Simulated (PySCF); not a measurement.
Write Cartesian coordinates for `FC(F)(F)[C@@H]1CCOC1` as optimised with PBE0-D3(BJ)/def2-SVP.

```xyz
16
C5H7F3O angstrom
F     -2.0790   -0.7949    1.4747
C     -1.4120    0.2487    0.9726
F     -0.5698    0.6734    1.9245
F     -2.2987    1.2288    0.7630
C     -0.6871   -0.1141   -0.2991
C      0.4058   -1.1721   -0.0759
C      1.6817   -0.3398   -0.1458
O      1.4036    0.6378   -1.1156
C      0.0959    1.0884   -0.8826
H     -1.4605   -0.4710   -0.9936
H      0.2855   -1.7239    0.8669
H      0.3866   -1.9011   -0.8981
H      2.5671   -0.9068   -0.4656
H      1.8981    0.1227    0.8376
H      0.0908    1.9323   -0.1665
H     -0.3237    1.4484   -1.8321
```

Orientation and origin are arbitrary. Atoms count from 1 in this order. All 3 C–F bonds measure 1.336 to 1.340 Å. Of the pairs four or more bonds apart, F3···H15 is among the closest relative to their van der Waals radii: 2.53 Å, 95 % of the sum of Bondi's values. O8 (cyclic ether oxygen) is bent (angle 107.1°). The C–C distances run from 1.508 Å (C2–C5, drawn single) to 1.549 Å (C5–C9, drawn single), a spread of 0.041 Å.

Bonds between heavy atoms (Å): F1–C2 1.336, C2–F3 1.340, C2–F4 1.338, C2–C5 1.508, C5–C6 1.537, C6–C7 1.525, C7–O8 1.405, O8–C9 1.403, C5–C9 1.549.

Computed, not measured: PBE0-D3(BJ)/def2-SVP geometry optimisation, gas phase (PySCF).

Point group: C1 (no symmetry element, even within 0.4 Å). Whether it is a minimum is left open (no frequencies). One conformer, not necessarily the lowest (C2–C5–C6–C7 -105°, C5–C6–C7–O8 -35°, C6–C7–O8–C9 42°, C7–O8–C9–C5 -31°).

On Arm Neoverse V1, one thread, shared host with 32 logical CPUs at a one-minute load of 13, this took 2.5 min and 0.67 GiB of memory at its peak. That covers the optimisation of the geometry.
